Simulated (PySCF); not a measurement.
**Trend along group 13: MHg cations**

CCSD(T) with double-zeta basis sets in PySCF, for the lowest determinant that a PBE0 search found; no spin–orbit coupling. De refers to high-spin ground-configuration atoms (the charge goes to the atom of lower measured ionisation energy or higher electron affinity, which is not always the lowest computed limit).

```json
{"M": "B", "basis": "def2-SVP", "reference, frozen orbitals": "RHF, 1", "charged atom": "B+", "state (unpaired electrons)": "singlet (closed shell)", "Re (Å)": "2.375", "ωe (cm⁻¹)": "313", "De (eV)": "1.18"}
{"M": "Al", "basis": "def2-SVP", "reference, frozen orbitals": "RHF, 5", "charged atom": "Al+", "state (unpaired electrons)": "singlet (closed shell)", "Re (Å)": "3.032", "ωe (cm⁻¹)": "114", "De (eV)": "0.37"}
{"M": "In", "basis": "def2-SVP", "reference, frozen orbitals": "RHF, 4", "charged atom": "In+", "state (unpaired electrons)": "singlet (closed shell)", "Re (Å)": "3.268", "ωe (cm⁻¹)": "61.1", "De (eV)": "0.33"}
{"M": "Tl", "basis": "def2-SVP", "reference, frozen orbitals": "RHF, 4", "charged atom": "Tl+", "state (unpaired electrons)": "singlet (closed shell)", "Re (Å)": "3.354", "ωe (cm⁻¹)": "49.2", "De (eV)": "n/a"}
```

The shortest bond is that of HgB⁺ (2.375 Å), the longest that of TlHg⁺ (3.354 Å).

Down a group the atoms grow and get heavier, so bonds lengthen and wavenumbers fall; this series shows no clear exception.

Correlated steps freeze the inner cores (1 to 5 orbitals); shallow outer-core shells are correlated. Weak bonds: AlHg⁺, InHg⁺. Basis-set superposition, not corrected here, can be much of De in a small basis, most of all at correlated wavefunction levels. Spin–orbit coupling is left out. For an ion De counts to the pair picked by the measured ionisation energies or electron affinities, which need not be the lowest pair at this level.
